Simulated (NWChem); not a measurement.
C2H6BClO; SMILES OB(CC)Cl

```xyz
11

B      0.5516     0.2369    -0.0406
Cl    -0.9634     1.1896    -0.0292
C      0.5335    -1.3079    -0.3016
C     -0.6687    -2.0857     0.2229
H      1.4810    -1.7284     0.0753
H      0.5935    -1.4151    -1.4031
H     -1.6117    -1.6802    -0.1740
H     -0.7332    -2.0374     1.3213
H     -0.6168    -3.1491    -0.0561
O      1.7145     0.8904     0.1444
H      1.6026     1.8419     0.2532
```
Atoms are numbered in this order, from 1.

All runs: NWChem. Pople sets run with spherical d functions. Geometry: optimised at PBE0/def2-SVP. Ions are spin-unrestricted doublets at the neutral geometry; other ion states weren't tried. Functional: LC-ωPBE (HJS hole) with 6-31G*; the question gives the range parameter ω in 1/bohr.

Question: Estimate the computed values for range parameter (1/bohr) 0.60. Quantities: vertical ionisation energy, ΔSCF (eV); −ε(HOMO) (eV).

Answer: 
* **vertical ionisation energy, ΔSCF (eV)**: 11.76
* **−ε(HOMO) (eV)**: 12.31
